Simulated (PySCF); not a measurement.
siletan-1-amine (C₃H₉NSi), SMILES C1C[SiH](N)C1.

Coordinates come from a PBE0-D3(BJ)/def2-SVP optimisation. Other conformers were not sampled.

Level of theory: TDDFT-PBE/def2-SVPD in PySCF.

Vertical excitations. Isolated molecule, no solvent.

```
state  energy (eV)  λ (nm)      f                                              main pairs
-----  -----------  ------  -----  ------------------------------------------------------
S1            5.61     221  0.025                                          HOMO→LUMO 99 %
S2            5.99     207  0.014                                       HOMO→LUMO+1 100 %
S3            6.38     194  0.004                                        HOMO−1→LUMO 94 %
S4            6.47     192  0.003                                        HOMO→LUMO+3 97 %
S5            6.54     190  0.074                                        HOMO→LUMO+2 89 %
S6            6.84     181  0.004                                      HOMO−1→LUMO+1 99 %
S7            7.07     175  0.006                      HOMO−2→LUMO 74 %, HOMO→LUMO+4 23 %
S8            7.14     174  0.006  HOMO→LUMO+4 40 %, HOMO−1→LUMO+2 39 %, HOMO−2→LUMO 20 %
S9            7.16     173  0.009                    HOMO−1→LUMO+2 58 %, HOMO→LUMO+4 34 %
S10           7.37     168  0.038                                      HOMO−1→LUMO+3 96 %
T1            5.36     231      0                                          HOMO→LUMO 99 %
T2            5.91     210      0                                        HOMO→LUMO+1 99 %
T3            6.11     203      0                                        HOMO→LUMO+2 98 %
T4            6.24     199      0                                        HOMO−1→LUMO 98 %
```
Triplets are in the Tamm–Dancoff approximation, which puts them higher than full response would, so one can lie above its singlet here.
